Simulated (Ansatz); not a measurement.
Basis-set extrapolation for C$_{2}$H$_{7}$FN$_{2}$Si (`C=C[Si](N)(N)F`) (PBE0-D4/def2-TZVP geometry, frozen core, Ansatz 0.2.0). Multiplicity 1, RHF reference.

```csv
,def2-TZVPP,def2-QZVPP
HF,-577.358731,-577.382181
MP2 correlation,-1.114601,-1.200624
CCSD(T) correlation,-1.196903,not run
```

Energies in hartree. Use E(X) = E(∞) + A·exp(−7.88·√X) for Hartree–Fock and E(X) = E(∞) + B·X^(−2.97) for correlation, with X = 3 and 4, and add CCSD(T) minus MP2 of the smaller set to the MP2 limit.

Task: What is the CCSD(T) energy at the basis-set limit?

Result: HF limit: -577.382181 + (-0.023450) × 0.13774 = -577.38541. MP2 limit: -1.200624 + (-0.086023) × 0.74074 = -1.26434. Higher-order term: -1.196903 − (-1.114601) = -0.08230. Total: -578.73205 hartree, 4.80 eV below CCSD(T)/def2-TZVPP.
